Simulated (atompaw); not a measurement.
## Which change was made? (Lu, PAW (atompaw))

Lu (Z = 71), PAW, made with atompaw 4.2.0.5 (PBE, scalar-relativistic). Core [Kr] 4d10 4f14, reference 5s2 5p6 5d1 6s1 6p0 (charge +1). Waves: 5s (bound): rc 2.15 bohr; 6s (bound): rc 2.05 bohr; 5p (bound): rc 1.45 bohr; 6p (bound, empty): rc 2.05 bohr; 5d (bound): rc 2.80 bohr; 5d channel at -0.2 Ry: rc 2.80 bohr; 5f channel at 0.25 Ry: rc 2.80 bohr. Local part: bessel scheme, radius 2.55 bohr. Core correction: smooth core density matched at 1.85 bohr. Augmentation charge: sinc compensation charge, radius 2.35 bohr; PAW radius 2.80 bohr; waves and projectors: custom polynom vanderbiltortho.

Cutoffs, loose and tight: the cutoffs (Ry, on a coarse ladder) from which the occupation-weighted sum of valence levels, in a spherical-Bessel basis at the reference potential, stays within 10 and 1 mRy of its value at 400 Ry. They see the waves, projectors and local potential, not the compensation charge or the core.

The base gives: outcome: generated; cutoff, loose: 30 Ry; cutoff, tight: 45 Ry; bound ghosts: none.

Q: After one change the result is: outcome: generated; cutoff, loose: 25 Ry; cutoff, tight: 45 Ry; bound ghosts: s. Which change was it?
A. local potential bessel scheme, radius 1.40 bohr
B. local potential bessel scheme, radius 2.10 bohr
C. local potential bessel scheme, radius 1.58 bohr

A: A. The others give: local potential bessel scheme, radius 1.58 bohr → outcome: generated; cutoff, loose: 25 Ry; cutoff, tight: 45 Ry; bound ghosts: none | local potential bessel scheme, radius 2.10 bohr → outcome: failed: atompaw: The overlap operator has at least one negative eigenvalue!.
